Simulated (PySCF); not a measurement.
Compound: C6H12Si.
Bonds: C1–C2 (triple), C2–Si3, Si3–C4, C4–C5, C4–C6, C4–C7. Hydrogens: H8 on C1; H9, H10 on Si3; H11, H12, H13 on C5; H14, H15, H16 on C6; H17, H18, H19 on C7.

Computed by this run: PySCF 2.14.0, PBE0-D3(BJ)/def2-SVP geometry optimisation, gas phase; density fitting, grid level 1; the optimiser is geomeTRIC in internal coordinates, started from a GFN2-xTB structure with every atom displaced at random (about 0.01 Å).

Step 0: E = -14275.8678 eV
```
atom  x, y, z in Å  |  force x, y, z in eV/Å
C1      3.5166   -0.0390   -0.0902   -3.250   1.724   0.046
C2      2.4235    0.5358   -0.0705    1.272  -0.546  -0.039
Si3     0.7493    1.3552   -0.0419    0.743  -0.765   0.770
C4     -0.5225   -0.0227    0.0970   -1.902  -0.437   0.077
C5     -1.9551    0.5894    0.1238    0.903   0.155   0.969
C6     -0.4646   -0.9625   -1.1032    0.284  -0.064   0.568
C7     -0.3334   -0.8397    1.3788   -0.337   0.516  -0.378
H8      4.4481   -0.4870   -0.1212    1.674  -0.872  -0.029
H9      0.6955    2.2479    1.1558   -0.029   0.054  -0.060
H10     0.5872    2.1117   -1.2689   -0.122   0.484  -0.675
H11    -2.1537    1.1674   -0.7613   -0.188   0.526  -0.787
H12    -2.0580    1.2617    0.9962   -0.135  -0.038  -0.100
H13    -2.7427   -0.1707    0.2002    0.041  -0.290   0.039
H14    -1.2257   -1.7545   -1.0186    0.011  -0.034   0.059
H15    -0.6332   -0.4404   -2.0319   -0.116   0.375  -0.725
H16     0.5211   -1.4197   -1.1416    0.389  -0.404  -0.219
H17     0.6431   -1.2909    1.3788    0.776  -0.522   0.163
H18    -1.1009   -1.6213    1.4653   -0.045  -0.143  -0.117
H19    -0.4253   -0.2130    2.2629    0.032   0.283   0.436
```

Step 1: E = -14276.0389 eV
```
atom  x, y, z in Å  |  force x, y, z in eV/Å
C1      3.6155    0.1191   -0.1249    0.118  -0.254   0.039
C2      2.4724    0.5342   -0.0627   -0.122   0.156  -0.046
Si3     0.7758    1.2703   -0.0215    0.338  -0.100   0.078
C4     -0.5629   -0.0608    0.1081   -0.636  -0.245  -0.024
C5     -1.9364    0.6345    0.1285    0.192   0.196   0.022
C6     -0.5038   -1.0022   -1.0980    0.213   0.103  -0.023
C7     -0.3962   -0.8728    1.3948    0.168   0.150   0.024
H8      4.6136   -0.2944   -0.1696   -0.181   0.138   0.003
H9      0.7224    2.1815    1.1619   -0.057   0.034  -0.019
H10     0.6155    2.0551   -1.2780   -0.069   0.073  -0.043
H11    -2.1099    1.2328   -0.7812   -0.002  -0.029  -0.017
H12    -2.0322    1.3143    0.9909   -0.033  -0.011   0.019
H13    -2.7520   -0.1061    0.1980    0.055  -0.035   0.001
H14    -1.2962   -1.7660   -1.0247    0.002  -0.020   0.003
H15    -0.6447   -0.4629   -2.0478   -0.018   0.007  -0.020
H16     0.4669   -1.5184   -1.1491    0.011  -0.074  -0.035
H17     0.5786   -1.3842    1.4208   -0.018  -0.065   0.033
H18    -1.1931   -1.6315    1.4745    0.023  -0.045  -0.033
H19    -0.4643   -0.2348    2.2895    0.016   0.020   0.038
```

Step 2: E = -14276.0547 eV
```
atom  x, y, z in Å  |  force x, y, z in eV/Å
C1      3.5784    0.0822   -0.1156   -0.045  -0.136   0.039
C2      2.4463    0.5271   -0.0620    0.037   0.129  -0.046
Si3     0.7661    1.2787   -0.0233    0.112  -0.032   0.021
C4     -0.5692   -0.0593    0.1066   -0.205  -0.135  -0.004
C5     -1.9358    0.6385    0.1315    0.072   0.038  -0.003
C6     -0.4867   -0.9951   -1.1049    0.076   0.076   0.017
C7     -0.3763   -0.8634    1.3964    0.058   0.085  -0.005
H8      4.5668   -0.3410   -0.1545    0.005   0.038  -0.005
H9      0.6995    2.1936    1.1571   -0.020   0.023  -0.015
H10     0.5909    2.0684   -1.2800   -0.020   0.026   0.009
H11    -2.1135    1.2316   -0.7806   -0.002  -0.021  -0.004
H12    -2.0375    1.3161    0.9954    0.002  -0.024  -0.001
H13    -2.7420   -0.1115    0.2019   -0.026  -0.005   0.001
H14    -1.2703   -1.7692   -1.0386   -0.009  -0.020  -0.008
H15    -0.6329   -0.4533   -2.0532   -0.013   0.001   0.001
H16     0.4878   -1.5065   -1.1598   -0.011  -0.001   0.014
H17     0.6015   -1.3701    1.4191   -0.010  -0.014  -0.008
H18    -1.1611   -1.6344    1.4819    0.000  -0.029   0.002
H19    -0.4428   -0.2244    2.2920   -0.002  -0.001  -0.007
```

Step 3: E = -14276.0597 eV
```
atom  x, y, z in Å  |  force x, y, z in eV/Å
C1      3.5531    0.0482   -0.1062   -0.075  -0.065   0.029
C2      2.4342    0.5261   -0.0632    0.069   0.100  -0.035
Si3     0.7613    1.2878   -0.0258   -0.036  -0.018   0.002
C4     -0.5751   -0.0576    0.1053    0.023  -0.006   0.005
C5     -1.9408    0.6340    0.1333   -0.007  -0.025  -0.004
C6     -0.4763   -0.9861   -1.1079   -0.005   0.006  -0.001
C7     -0.3608   -0.8546    1.3946   -0.005   0.000   0.000
H8      4.5344   -0.3887   -0.1382    0.047  -0.002  -0.005
H9      0.6869    2.2085    1.1500    0.005   0.005  -0.004
H10     0.5766    2.0826   -1.2798    0.008  -0.003   0.015
H11    -2.1231    1.2233   -0.7800   -0.003   0.000   0.001
H12    -2.0434    1.3091    0.9983    0.001   0.001   0.000
H13    -2.7451   -0.1191    0.2058   -0.014   0.006   0.000
H14    -1.2501   -1.7720   -1.0490    0.001  -0.002  -0.006
H15    -0.6283   -0.4422   -2.0544   -0.002  -0.005   0.004
H16     0.5037   -1.4865   -1.1606   -0.003   0.009   0.006
H17     0.6218   -1.3523    1.4089    0.002   0.006  -0.008
H18    -1.1331   -1.6384    1.4890   -0.002   0.001   0.009
H19    -0.4266   -0.2144    2.2894   -0.006  -0.007  -0.007
```

Task: Estimate the geometry and energy of step 4. (The exact step hangs on the optimiser's Hessian estimate; all steps are aligned on step 3, rigid shifts and turns removed.)

Result: E = -14276.0613 eV, largest force 0.086 eV/Å
```
atom  x, y, z in Å  |  force x, y, z in eV/Å
C1      3.5389    0.0287   -0.0998   -0.036  -0.040   0.018
C2      2.4307    0.5315   -0.0652    0.046   0.069  -0.021
Si3     0.7583    1.2949   -0.0280   -0.064  -0.019   0.001
C4     -0.5768   -0.0560    0.1044    0.077   0.039   0.004
C5     -1.9448    0.6295    0.1347   -0.023  -0.029  -0.002
C6     -0.4711   -0.9811   -1.1101   -0.027  -0.020  -0.002
C7     -0.3522   -0.8500    1.3932   -0.019  -0.030  -0.003
H8      4.5153   -0.4206   -0.1267    0.021  -0.001  -0.003
H9      0.6830    2.2188    1.1453    0.008  -0.004   0.003
H10     0.5716    2.0919   -1.2799    0.009  -0.008   0.004
H11    -2.1313    1.2173   -0.7785    0.000   0.006   0.001
H12    -2.0483    1.3040    1.0001    0.002   0.006  -0.002
H13    -2.7478   -0.1253    0.2091    0.001   0.003  -0.001
H14    -1.2386   -1.7737   -1.0541    0.003   0.005   0.001
H15    -0.6276   -0.4370   -2.0556    0.003  -0.001   0.002
H16     0.5125   -1.4740   -1.1626    0.002   0.008   0.000
H17     0.6339   -1.3409    1.4027    0.003   0.009  -0.002
H18    -1.1174   -1.6404    1.4928   -0.002   0.009   0.003
H19    -0.4191   -0.2099    2.2877   -0.003  -0.002  -0.002
```

The energy changes by -0.0016 eV. The first-order estimate −F·Δx gives -0.0022 eV and the mean of the old and new forces, exact on a quadratic surface, -0.0015 eV. The step makes an angle of 79° with the force vector and moves no atom by more than 0.039 Å.

What follows is the cost of the whole optimisation. On one thread, Arm Neoverse V1 (aarch64), no GPU, shared host with 32 logical CPUs at a one-minute load of 20, this took 96 s wall and 0.68 GiB of memory at its peak.
